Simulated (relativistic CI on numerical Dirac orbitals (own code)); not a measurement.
How well does a small relativistic CI reproduce Rb6+?

Computed by Dirac-Coulomb-Breit CI, KLI orbitals optimised for each configuration, QED by a radiative potential, valence Slater integrals scaled by 0.9, configuration energies shifted to the measured levels that pair with them (semi-empirical) (own radial code, finite nucleus).

CI space (outside the closed core [Ar] 3d10): 4s2 4p, 4s 4p2, 4s2 4d, 4p3, 4s2 5s, 4s2 4f, 4s 4p 4d, 4s 4p 4f, 4p 4d2, 4s2 5p, 4p2 4d, 4s2 5d, 4s 4d2, 4s 4p 5s, 4s2 6s, 4p 4f2, 4s2 6p, 4s 4p 5p, 4s2 5f, 4s2 5g, 4p2 4f, 4s2 6d, 4s 4d 4f, 4s 4p 5d, 4s2 6f, 4p2 5s, 4s 4p 6s, 4s 4p 6p, 4s 4p 5f, 4s 4p 5g. Levels of other configurations are missing.

```tsv
Configuration	Term (tabulated)	J	Measured (cm⁻¹)	Computed	Error	Purity (%)
4s2 4p	2P°	1/2	0.0	0	0	98
4s2 4p	2P°	3/2	10467.0	10227	-240	97
4s 4p2	4P	1/2	122251.0	121861	-390	98
4s 4p2	4P	3/2	126679.0	126148	-531	99
4s 4p2	4P	5/2	132078.0	131444	-634	97
4s 4p2	2D	3/2	160699.0	160731	32	90
4s 4p2	2D	5/2	162196.0	162161	-35	89
4s 4p2	2S	1/2	190700.0	191952	1252	77
4s 4p2	2P	1/2	202859.0	205098	2239	77
4s 4p2	2P	3/2	206942.0	209611	2669	96
4s2 4d	2D	3/2	255864.0	255898	34	89
4s2 4d	2D	5/2	257136.0	257104	-32	89
4p3	2D°	3/2	311496.0	311488	-8	61
4p3	4S°	3/2	314767.0	315803	1036	83
4p3	2D°	5/2	315011.0	314183	-828	75
4p3	2P°	1/2	342493.0	342623	130	83
4s2 5s	2S	1/2	342784.0	342785	1	97
4p3	2P°	3/2	345222.0	345073	-149	73
```

Measured levels from Sansonetti, J. Phys. Chem. Ref. Data 35, 301 (2006); pairs were made by configuration, J and term (by order where the table uses no LS term), so strongly mixed levels may be paired wrongly.

Mean error by configuration (cm⁻¹): 4s2 4p -240; 4s 4p2 575; 4s2 4d 1; 4p3 36; 4s2 5s 1. Over the excited levels the mean absolute error is 602 cm⁻¹ (17 of the 19 excited levels that our extract of the source holds in range could be paired, and the others can miss by more), and the median relative error of those above 1,000 cm⁻¹ is 0.26 %, both after the shifts were fitted to these levels, so that a configuration with one level shows no error.

Configurations whose levels could be paired with our table of measured levels were shifted onto them, all but the ground configuration, by the median error of their levels; single terms can still be off by 1,000 to 2,000 cm⁻¹ or more, and rates follow the energies as ν³ (E1, M1) or ν⁵ (E2). The others borrow a shift and can be off by several thousand cm⁻¹ or more. 17 of the 19 excited levels that our extract of the measured tables holds in this range could be paired (the sources list more); they are missed by 602 cm⁻¹ on average and 2669 at most, after the shifts were fitted to these levels, and levels without a partner can miss by more.

Shifts applied (cm⁻¹): 4s2 4p 0; 4s 4p2 1284; 4s2 4d -2863; 4p3 125; 4s2 5s -2331.
